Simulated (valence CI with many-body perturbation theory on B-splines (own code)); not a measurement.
The numbers below are computed, except where a source is named.
# Hyperfine factors and g values of Re XXVI

Method: relativistic CI+MBPT: four valence electrons over a frozen Dirac-Fock core [Kr] 4d10, radial functions for each j: 8 s, 8 p, 9 d, 9 f, 6 g, 3 h, 2 i, with the one-electron correlation potential Σ1 (screened to all orders), the two-electron term Σ2, the three-electron term Σ3, Breit, model QED; selected single and double excitations, second order for the rest, scaled by the run's own slope (own B-spline code, finite nucleus).

No measured spectrum was set against this ion. As an estimate, terms of the open shell hold to a few per cent of their energy, and close levels can change places. Core correlation moves these levels by up to 4300 cm⁻¹, and in measured spectra 5 to 20 % of such shifts remained as error; rates that hang on mixing are uncertain with them. Only levels of the ground parity were solved; by the run's estimate the other parity begins above the list, which can be wrong where configurations are misplaced.

A/g_I is the dipole constant over the nuclear g factor μ/I (μ in nuclear magnetons, uniformly magnetised nucleus), B/Q the quadrupole constant per barn. Both hold the static response of the core; the bare values leave it out. Large factors of s and p1/2 electrons are usually good to 5 to 10 %; those of open d and f shells near neutrality can be off by tens of per cent, and small factors of p3/2, d and f electrons come from cancelling terms and can be off by a factor of two or in sign, in half-filled shells by more. B is blank for J = 1/2, where it vanishes, and for nearly pure S terms. Energies count from the lowest level. Levels with J = 0 are left out.

Levels are named by their leading jj configuration (3d3/2^4 stands for four electrons in 3d with j = 3/2), which in mixed levels can hold well under half, so a name can repeat and another be missing. Letters in brackets count levels of one name in rising energy.

```tsv
Level	E (cm⁻¹)	g	A/g_I (MHz)	A/g_I bare	B/Q (MHz/b)	B/Q bare
(4f5/2^4) J=4	0.0	0.644	4770	4320	-2230	-1970
(4f5/2^3 4f7/2) J=5 [a]	15975	0.910	3420	3370	-1900	-1690
(4f5/2^2 4f7/2^2) J=6 [a]	29181	1.052	2780	2960	-1530	-1390
(4f5/2^4) J=2	35767	0.947	3910	4010	2760	2460
(4f5/2^2 4f7/2^2) J=7 [a]	39447	1.124	2530	2830	-843	-804
(4f5/2^3 4f7/2) J=1 [a]	43016	0.119	8670	7580	696	615
(4f5/2^3 4f7/2) J=4 [a]	45016	1.022	3310	3500	-3360	-2990
(4f5/2^3 4f7/2) J=8 [a]	47767	1.161	2430	2810	121	22.1
(4f5/2^3 4f7/2) J=3 [a]	50264	1.143	2480	2820	-332	-309
(4f5/2^3 4f7/2) J=2 [a]	53805	0.576	5330	4800	-2230	-1960
(4f5/2^3 4f7/2) J=2 [b]	55032	1.684	-425	722	-68.8	-99.3
(4f5/2^3 4f7/2) J=3 [b]	56785	0.932	3450	3450	1250	1130
(4f5/2^2 4f7/2^2) J=6 [b]	59923	0.887	3480	3400	403	379
(4f5/2^3 4f7/2) J=5 [b]	63729	1.210	2030	2460	-1180	-1110
(4f5/2^3 4f7/2) J=7	64353	0.978	3080	3140	2040	1800
(4f5/2^2 4f7/2^2) J=4 [a]	66489	1.226	1800	2230	2710	2390
(4f5/2^3 4f7/2) J=8 [b]	69648	1.030	2870	3010	3860	3370
(4f5/2^2 4f7/2^2) J=4 [b]	77284	1.042	2870	3040	-949	-831
(4f5/2^2 4f7/2^2) J=2 [a]	79154	1.158	2160	2490	1850	1650
(4f5/2^2 4f7/2^2) J=3 [a]	79965	0.877	3550	3440	-2330	-2070
(4f5/2^2 4f7/2^2) J=5 [a]	80247	1.259	1590	2070	3030	2670
(4f5/2^2 4f7/2^2) J=1	85357	1.032	3310	3520	-196	-182
(4f5/2^2 4f7/2^2) J=2 [b]	87023	1.049	2060	2140	-767	-710
(4f5/2^2 4f7/2^2) J=5 [b]	90048	1.012	2800	2890	391	314
(4f5/2^2 4f7/2^2) J=8 [a]	90206	1.002	2990	3100	3660	3260
(4f5/2^2 4f7/2^2) J=5 [c]	90965	1.063	2750	2950	-306	-268
(4f5/2^2 4f7/2^2) J=9	91321	1.048	2780	2950	6650	5860
(4f5/2^2 4f7/2^2) J=6 [c]	91577	1.239	1800	2260	-677	-668
(4f5/2^2 4f7/2^2) J=4 [c]	91608	1.200	1900	2300	-2690	-2420
(4f5/2^2 4f7/2^2) J=3 [b]	92181	1.256	1330	1770	1100	964
(4f5/2 4f7/2^3) J=7 [a]	93790	0.974	2880	2900	1290	1170
(4f5/2^3 4f7/2) J=1 [b]	96795	1.497	-653	46.0	1530	1350
(4f5/2^2 4f7/2^2) J=8 [b]	98070	1.040	2600	2730	3090	2720
(4f5/2^2 4f7/2^2) J=2 [c]	98421	0.717	5340	5130	827	766
(4f5/2^2 4f7/2^2) J=6 [d]	99144	1.113	2550	2840	379	316
(4f5/2^3 4f7/2) J=4 [b]	102250	1.068	2550	2740	626	533
(4f5/2^2 4f7/2^2) J=7 [b]	105740	1.092	2670	2930	1270	1110
(4f5/2^2 4f7/2^2) J=2 [d]	105960	1.460	67.2	784	824	718
```

Take the isotope of mass number 185, with I = 5/2, μ = 3.176 μN and Q = 2.07 b. What is the hyperfine structure of (4f5/2^3 4f7/2) J=4 [a]?

From the table A = 4200 MHz, B = -6960 MHz. Shifts from the centre of gravity in MHz: F = 3/2: -55900, F = 5/2: -43400, F = 7/2: -26600, F = 9/2: -6340, F = 11/2: 16400, F = 13/2: 40300.
